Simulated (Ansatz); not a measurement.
Stepwise reaction of `[Cl][Ge][Cl]` with hydrogen sulfide, as a gas-phase model of exchange steps in deposition or etching. ΔE in kJ/mol.

Calculated with Ansatz (gas phase, PBE0-D4/def2-TZVP geometries, no zero-point term in ΔE). CBS: MP2 limit from def2 TZ/QZ plus the TZ coupled-cluster correction, frozen cores. This one scheme is used for every species. Functionals use def2-TZVPP. B3LYP here is the variant with VWN-RPA as its local correlation; programs differ in this. For Ge outer-core shells are correlated without core-valence functions, which leaves a few kJ/mol of doubt a bond. Scalar relativity is left out up to krypton. Each species was taken in one conformer, which may not be the lowest.

| step | reaction | PBE-D4 | B3LYP-D4 | ωB97M-V | CCSD(T)/CBS |
| --- | --- | --- | --- | --- | --- |
| 1 | `[Cl][Ge][Cl]` + H₂S → `[SH][Ge][Cl]` + HCl | 21.1 | 26.3 | 27.8 | 23.5 |

**Question.** Give the row of step 2, `[SH][Ge][Cl]` + H₂S → `[SH][Ge][SH]` + HCl. (Estimate.)

**Answer.** The calculation gave: 
| step | reaction | PBE-D4 | B3LYP-D4 | ωB97M-V | CCSD(T)/CBS |
| --- | --- | --- | --- | --- | --- |
| 2 | `[SH][Ge][Cl]` + H₂S → `[SH][Ge][SH]` + HCl | 19.0 | 24.2 | 25.1 | 19.4 |

**Question.** By hand: ΔE of the 2 steps together at CCSD(T)/CBS.

**Answer.** (23.5) + (19.4) = 42.9 kJ/mol, or 21.4 kJ/mol a step.

In ΔE the steps differ by no more than 4.1 kJ/mol. All are uphill at CCSD(T)/CBS. PBE-D4 differs from CCSD(T)/CBS by -2.4 to -0.4 kJ/mol a step. Isolated molecules leave out the surface, adducts and barriers. Largest T1 diagnostic: 0.014.
